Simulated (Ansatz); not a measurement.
```xyz
10

O     0.808    0.382   -1.506
Mo    0.089    0.044    0.164
O    -1.561    0.730   -0.311
O    -0.397   -1.680   -0.297
F     1.522   -0.828    0.983
F     0.995    1.612    0.614
F    -0.622    0.151    1.886
H     1.260    1.209   -1.710
H    -2.282    0.812    0.324
H     0.187   -2.432   -0.148
```

The species carries charge 0 and has multiplicity 1. Mo: def2 effective core potential.

(1) List the PBE0/def2-TZVPP orbital energies in eV (Ansatz 0.2.0). (Best estimate.)

Results:

(1) Ansatz gave: Occupied: -673.70, -673.70, -673.70, -524.25, -524.25, -524.25, -76.18, -48.69, -48.64, -48.64, -32.38, -32.25, -32.25, -28.76, -28.73, -28.73, -16.21, -16.20, -15.62, -13.92, -13.92, -13.74, -12.96, -12.95, -12.88, -11.75, -11.75, -11.33, -11.11, -11.11, -10.97, -10.36, -10.36, -10.24. Lowest empty: -4.05, -3.78, -3.78, 0.12, 0.30, 0.30, 1.04, 1.04.
